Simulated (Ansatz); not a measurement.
A run for Ansatz (an electronic-structure program): R-wB97M-V/def2-TZVPP on F2GaHO (SMILES [OH][Ga]([F])[F]), a point of a torsion scan.

Ansatz 0.2 input:
```yaml
crystal:
  periodic: [false, false, false]
  atoms:
    - {symbol: O, position_ang: [1.22105450, -0.35584853, -0.34809294]}
    - {symbol: Ga, position_ang: [-0.44904944, -0.00566744, -0.08174007]}
    - {symbol: F, position_ang: [-1.65301808, -1.24638441, -0.04562485]}
    - {symbol: F, position_ang: [-0.99021060, 1.61988580, 0.20770108]}
    - {symbol: H, position_ang: [1.85667255, -0.11223822, 0.32856466]}
basis:
  gaussian:
    orbitals: def2-TZVPP
hamiltonian:
  xc: {name: wB97M-V}
scf: {lower_state_search: off}
```

The head of its log:

```
WARN ansatz: RAYON_NUM_THREADS=1 ignored (pool sized by the plan → 1); use --threads N
Functional definition: wB97M-V
these checks for a lower state are left out or cut short: stability, starts, cluster_reference, orbital_swaps, neighbouring_geometries, increment
integrals: 0.09 GiB planned
925 factors; their error is unknown
integrals: 0.12 GiB planned
183 factors; integrals over basis functions are off by at most 5.7e-6 eV
mean field: 0.79 GiB planned
mean field evaluation 1: about -59869.7625 eV, gradient 6.8e1 eV
mean field evaluation 2: about -59866.8364 eV, gradient 8.7e1 eV
```

Give the final energy of this run.

-2200.4319 hartree.
